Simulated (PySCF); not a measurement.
PySCF input for TiOF, SMILES [O]=[Ti][F] (connectivity only; charge and spin as stated), neutral, multiplicity 2, C-PCM-B3LYP/def2-SVP. Coordinates come from a PBE0-D3(BJ)/def2-TZVP optimisation. The spin state was assumed, not searched.

```python
import numpy as np
from pyscf import gto, scf, dft
from pyscf.solvent import pcm

mol = gto.M(
    atom='''
    Ti    0.34100763    0.10884795    0.00000000
    O    -0.51799533    1.47565383    0.00000000
    F    -0.37313391   -1.57776506    0.00000000
    ''',
    basis='def2-SVP',
    charge=0,
    spin=1,
    max_memory=1600,
    verbose=3,
)
mf = dft.UKS(mol, xc='b3lyp').density_fit(auxbasis='def2-universal-jkfit')
mf.grids.level = 3
mf.conv_tol = 1e-9
mf.max_cycle = 100
mf.kernel()
fine, coarse = mf.grids, dft.Grids(mol).set(level=1).build(with_non0tab=True)
for _ in range(3):  # follow internal instabilities
    mf.grids = coarse
    mo, _, stable, _ = mf.stability(return_status=True, nroots=4)
    mf.grids = fine
    if stable:
        break
    mf.kernel(mf.make_rdm1(mo, mf.mo_occ))
res = {}
for name, eps in {'water': 78.355, 'chlorobenzene': 5.6968, 'dimethylsulfoxide': 46.826}.items():
    s = mf.PCM()
    s.with_solvent.method, s.with_solvent.eps, s.with_solvent.lebedev_order = 'C-PCM', eps, 29
    s.kernel(mf.make_rdm1())
    res[name] = (s.e_tot, eps, s.dip_moment(), s.mo_energy, s.converged)
    print(f'{name}: electrostatic solvation free energy {(s.e_tot - mf.e_tot) * 627.509474:.3f} kcal/mol')
```

Log of the run:

```

WARN: HOMO -0.170951018134596 >= LUMO -0.170951018134604

converged SCF energy = -1024.36571372366  <S^2> = 0.75501425  2S+1 = 2.005008
<class 'pyscf.df.df_jk.DFUKS'> wavefunction is stable in the internal stability analysis

WARN: PCM is an experimental feature. It is still in testing.
Features and APIs may be changed in the future.

converged SCF energy = -1024.39359018519  <S^2> = 0.75432218  2S+1 = 2.0043175
Dipole moment(X, Y, Z, Debye):  6.02604, -0.42490, -0.00000
water: electrostatic solvation free energy -17.493 kcal/mol

WARN: PCM is an experimental feature. It is still in testing.
Features and APIs may be changed in the future.

converged SCF energy = -1024.3884622082  <S^2> = 0.75445824  2S+1 = 2.0044533
Dipole moment(X, Y, Z, Debye):  5.88791, -0.34975,  0.00000
chlorobenzene: electrostatic solvation free energy -14.275 kcal/mol

WARN: PCM is an experimental feature. It is still in testing.
Features and APIs may be changed in the future.

converged SCF energy = -1024.3933139081  <S^2> = 0.75432946  2S+1 = 2.0043248
Dipole moment(X, Y, Z, Debye):  6.01868, -0.42081,  0.00000
dimethylsulfoxide: electrostatic solvation free energy -17.319 kcal/mol
```

Self-consistency was reached.
